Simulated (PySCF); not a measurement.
A compound of formula C20H15F3 has these computed shifts in ppm, with the number of atoms in brackets (GIAO PBE/pcSseg-1, gas phase, PySCF SCF with an in-house response code, fitting set def2-universal-JFIT, grid level 2, non-relativistic, on the GFN2-xTB geometry; 13C, 1H against isolated TMS; 19F against isolated CFCl3).

13C: 161.2 (1), 156.5 (1), 150.9 (1), 148.5 (1), 143.6 (1), 141.7 (1), 139.6 (1), 133.4 (1), 132.3 (2), 131.0 (2), 130.8 (1), 130.1 (2), 129.2 (2), 79.1 (1), 64.1 (1), 63.7 (1)
1H: 7.68 (2), 7.50 (2), 7.48 (2), 7.41 (1), 7.41 (2), 7.35 (1), 7.23 (1), 3.94 (1), 3.67 (1), 2.56 (1), 2.41 (1)
19F: -93.2 (3)

(1) Which structure gave them?

Results:

(1) FC(F)(F)c1ccc(C2=C(c3ccccc3)[C@H]3C=C[C@@H]2C3)cc1. Other isomers were not compared.
